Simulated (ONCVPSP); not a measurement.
## germanium (Ge): from the effect back to the setting (ONCV)

Base potential:

ONCVPSP 4.0.1 input, shortened (lines: element, Z, core and valence counts, functional; n l f; lmax; l rc ep ncon nbas qcut; lloc lpopt rc5 dvloc0; l nproj debl; icmod fcfact rcfact), PBEsol, scalar-relativistic:

```
  Ge 32.00    6    2  -116133      upf
    1    0    2.00
    2    0    2.00
    2    1    6.00
    3    0    2.00
    3    1    6.00
    3    2   10.00
    4    0    2.00
    4    1    1.50
    1
    0    1.60    0.00    4    8    3.20
    1    2.25    0.00    4    7    3.30
    4    1    1.35    3.00
    0    1    1.10
    1    2    3.90
    3    4.75    1.60
```

Cutoffs, loose and tight: the cutoffs (Ha) at which the residual kinetic energy of the hardest occupied pseudo-wave falls to 1 and 0.1 mHa per electron. They do not see the model core or the augmentation charge, which bear on the density cutoff. Test errors are all-electron minus pseudo excitation energies from the reference, over the configurations 4s2 4p2; 4s2 4p1; 4s2 4p0; 4s1 4p0; variants that change the core or the reference have their own tests.

Only the fcfact is moved:

```csv
fcfact,"cutoff, loose","cutoff, tight",bound ghosts,largest test error (meV),median size of the test errors
1.2,30 Ha,63 Ha,none,-286,34.5 meV
2.7,30 Ha,63 Ha,none,-522,59.8 meV
3.3,30 Ha,63 Ha,none,-596,69.2 meV
4.7,30 Ha,63 Ha,none,-746,89.6 meV
6.6,30 Ha,63 Ha,none,-906,114.0 meV
7.5,30 Ha,63 Ha,none,-969,124.5 meV
```

Problem. One more run gave cutoff, loose: 30 Ha; cutoff, tight: 63 Ha; bound ghosts: none; largest test error (meV): -835; median size of the test errors: 102.9 meV. Which value of the fcfact was used?

Solution. 5.7. The median size of the test errors moves one way along this sweep, from 34.5 meV at 1.2 to 124.5 meV at 7.5, which places the run between 4.7 and 6.6.
